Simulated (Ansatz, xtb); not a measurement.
# C6H5ClFN: which of two isomers lies lower

We compare a, `N#CC1=C(F)[C@H](Cl)CC1`, a singlet, with b, `C=Cc1[nH]c(Cl)cc1F`, a singlet. Both are isolated molecules in the gas phase, relaxed with PBE-D3(BJ)/def2-SVP; the shapes shown needn't be the lowest conformers.

a (Å):

```tsv
atom	x (Å)	y (Å)	z (Å)
C	-2.5495	1.6017	0.0469
C	-1.3328	0.8743	-0.0072
C	-0.2532	1.1938	-0.7732
C	0.8454	0.1829	-0.6822
C	0.4607	-0.6009	0.5797
C	-1.0679	-0.4254	0.7317
Cl	0.8015	-0.8626	-2.1916
F	-0.1574	2.2289	-1.5937
N	-3.5657	2.1883	0.1174
H	1.8601	0.6224	-0.6678
H	0.7886	-1.6553	0.5287
H	0.9732	-0.1245	1.4412
H	-1.3906	-0.3843	1.7908
H	-1.6329	-1.2520	0.2487
```

b (Å):

```tsv
atom	x (Å)	y (Å)	z (Å)
C	-2.3366	0.9916	1.5790
C	-2.0425	0.5150	0.3452
C	-0.7368	0.2274	-0.1954
C	1.5145	0.0245	-0.3369
C	1.0201	-0.4007	-1.5707
C	-0.3875	-0.2662	-1.4620
Cl	3.1360	0.1233	0.2204
F	-1.2729	-0.5628	-2.4198
N	0.4727	0.3942	0.4716
H	-1.5608	1.2173	2.3294
H	-3.3774	1.1736	1.8815
H	-2.8628	0.3080	-0.3615
H	0.5763	0.7412	1.4238
H	1.5998	-0.7571	-2.4259
```

Quicker runs give these differences E(b) − E(a): GFN2-xTB −15.8 kcal/mol; HF/STO-3G +35.5 kcal/mol (at GFN2-xTB geometries); r2SCAN-D4/def2-SVP −2.7 kcal/mol (at GFN2-xTB geometries).

Task: Estimate E(b) − E(a) at the level CCSD(T)/def2-SVP + ΔMP2/def2-TZVPP.

Result: Calculated at CCSD(T)/def2-SVP + ΔMP2/def2-TZVPP: E(b) − E(a) = +8.1 kcal/mol, so structure a lies lower.

How the difference moves with the method:

```
                             level             geometry  E(b) − E(a) (kcal/mol)  departure from the last row (kcal/mol)  job, with rough time for the two
                          GFN2-xTB             GFN2-xTB                     −15.8                                   −23.9              optimisation, 0.18 s
                         HF/STO-3G             GFN2-xTB                     +35.5                                   +27.4              single point, 0.54 s
                r2SCAN-D4/def2-SVP             GFN2-xTB                      −2.7                                   −10.8               single point, 4.6 s
               PBE-D3(BJ)/def2-SVP  PBE-D3(BJ)/def2-SVP                      −3.6                                   −11.7                optimisation, 24 s
                       HF/def2-SVP  PBE-D3(BJ)/def2-SVP                      +8.5                                    +0.4           part of the CCSD(T) run
                      MP2/def2-SVP  PBE-D3(BJ)/def2-SVP                      +9.0                                    +0.9           part of the CCSD(T) run
                  CCSD(T)/def2-SVP  PBE-D3(BJ)/def2-SVP                     +10.0                                    +1.9                      single point
CCSD(T)/def2-SVP + ΔMP2/def2-TZVPP  PBE-D3(BJ)/def2-SVP                      +8.1                                                     single point, 2.6 min
```

As drawn, b has 2 C∷N, 3 C∷C, 1 N–H in place of 1 C≡N, 4 C–C, 1 C–H (∷ is an aromatic bond). Structure a has a 5-membered ring, b a 5-membered ring (with an aromatic ring).

GFN2-xTB, r2SCAN-D4/def2-SVP, PBE-D3(BJ)/def2-SVP put the two in the other order. The largest departure from CCSD(T)/def2-SVP + ΔMP2/def2-TZVPP is that of HF/STO-3G, 27.4 kcal/mol. The last row adds to CCSD(T) the change of the MP2 difference between the two basis sets, here −1.9 kcal/mol.

With thermal terms from frequencies at re-optimised GFN2-xTB minima (ideal gas, soft modes damped towards free rotors, one conformer each, 298.15 K, 1 atm): the zero-point term adds −0.6 kcal/mol; ΔH is +7.6 and ΔG +7.8 kcal/mol.

The correlated steps freeze 13 core orbitals. Mirror images aren't counted in ΔG. Codes used: Ansatz 0.2.0, xtb 6.7.1; the last row on 4 threads of Arm Neoverse V1 on a shared host.
